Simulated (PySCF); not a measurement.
## Radial density of Sm⁴⁴⁺ (samarium, charge +44)

UHF, [Ar], closed-shell 1S. All numbers are calculated (PySCF 2.14, scalar relativity by spin-free X2C-1e, in an uncontracted even-tempered set (18 s from 9.2 bohr⁻², ratio 2.5; 12 p from 12 bohr⁻², ratio 2.5; 4 d from 52 bohr⁻², ratio 2.7; 4 f from 77 bohr⁻², ratio 2.7)).

```
r (bohr)  4πr²ρ (e/bohr)
  0.0189           81.14
  0.0317           72.38
  0.0534           96.32
  0.0898           81.22
   0.151           37.86
   0.254           38.74
   0.427           3.259
   0.719        0.006584
```

Densities and radii are taken from the X2C orbitals without a picture-change correction, which distorts them close to the nucleus.

Spin-orbit coupling, which splits the p, d and f shells strongly at this Z, is absent.
